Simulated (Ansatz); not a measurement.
# A relaxation, step by step

CH4CuO (charge +1), closed shell, PBE0-D4/def2-TZVP (Ansatz 0.2.0). Settings:

```yaml
hamiltonian: {xc: pbe0, dispersion: d4}
relax: {f_tol: 0.005, max_steps: 200}
```

Start:

Cu1  (-0.226, -0.241, -2.352)
C2  (0.386, 0.007, 0.569)
O3  (-0.612, -0.131, -0.488)
H4  (1.215, -0.681, 0.326)
H5  (-0.070, -0.301, 1.530)
H6  (0.755, 1.050, 0.629)
H7  (-1.448, 0.297, -0.212)
(Å)

```json
{"step": "1", "energy less the last (meV)": "28.5", "largest force component (eV/Å)": "0.634"}
{"step": "2", "energy less the last (meV)": "4.8", "largest force component (eV/Å)": "0.230"}
{"step": "3", "energy less the last (meV)": "1.5", "largest force component (eV/Å)": "0.046"}
{"step": "4", "energy less the last (meV)": "0.9", "largest force component (eV/Å)": "0.027"}
{"step": "5", "energy less the last (meV)": "0.8", "largest force component (eV/Å)": "0.066"}
{"step": "6", "energy less the last (meV)": "0.1", "largest force component (eV/Å)": "0.020"}
{"step": "7", "energy less the last (meV)": "0.0", "largest force component (eV/Å)": "0.002"}
{"step": "8", "energy less the last (meV)": "0.0", "largest force component (eV/Å)": "0.005"}
```

Step 3, positions (Å) and forces (eV/Å):

```json
{"atom": "Cu1", "x": "-0.231", "y": "-0.258", "z": "-2.364", "Fx": "0.004", "Fy": "-0.015", "Fz": "-0.046"}
{"atom": "C2", "x": "0.387", "y": "0.009", "z": "0.575", "Fx": "-0.034", "Fy": "-0.008", "Fz": "-0.027"}
{"atom": "O3", "x": "-0.603", "y": "-0.109", "z": "-0.484", "Fx": "0.032", "Fy": "0.027", "Fz": "0.046"}
{"atom": "H4", "x": "1.201", "y": "-0.666", "z": "0.325", "Fx": "0.018", "Fy": "-0.011", "Fz": "-0.004"}
{"atom": "H5", "x": "-0.068", "y": "-0.304", "z": "1.512", "Fx": "-0.007", "Fy": "-0.011", "Fz": "0.019"}
{"atom": "H6", "x": "0.744", "y": "1.035", "z": "0.639", "Fx": "0.005", "Fy": "0.018", "Fz": "0.004"}
{"atom": "H7", "x": "-1.430", "y": "0.294", "z": "-0.203", "Fx": "-0.017", "Fy": "0.000", "Fz": "0.008"}
```

Step 4, positions (Å) and forces (eV/Å):

```
atom       x       y       z      Fx      Fy      Fz
 Cu1  -0.236  -0.272  -2.370  -0.003  -0.008   0.001
  C2   0.387   0.010   0.576  -0.027  -0.007  -0.019
  O3  -0.599  -0.098  -0.486   0.025   0.010  -0.006
  H4   1.203  -0.661   0.322   0.016  -0.006  -0.002
  H5  -0.070  -0.313   1.509  -0.003  -0.009   0.015
  H6   0.743   1.036   0.651   0.005   0.015   0.004
  H7  -1.429   0.298  -0.202  -0.013   0.005   0.006
```

Step 6, positions (Å) and forces (eV/Å):

```tsv
atom	x	y	z	Fx	Fy	Fz
Cu1	-0.248	-0.324	-2.368	-0.001	-0.002	0.001
C2	0.386	0.011	0.577	0.003	-0.007	0.008
O3	-0.594	-0.072	-0.490	0.020	0.000	-0.005
H4	1.216	-0.636	0.303	-0.007	0.003	-0.007
H5	-0.067	-0.353	1.498	-0.002	0.000	0.001
H6	0.728	1.040	0.691	-0.006	0.002	-0.004
H7	-1.420	0.334	-0.210	-0.007	0.005	0.006
```

Last step (8):

```xyz
7
angstrom
Cu -0.2555 -0.3548 -2.3664
C 0.3865 0.0119 0.5786
O -0.5903 -0.0564 -0.4936
H 1.2224 -0.6209 0.2916
H -0.0665 -0.3762 1.4898
H 0.7177 1.0411 0.7140
H -1.4144 0.3553 -0.2139
```

The run took about 15 s on 4 CPU threads of an Arm Neoverse V1 (shared host).
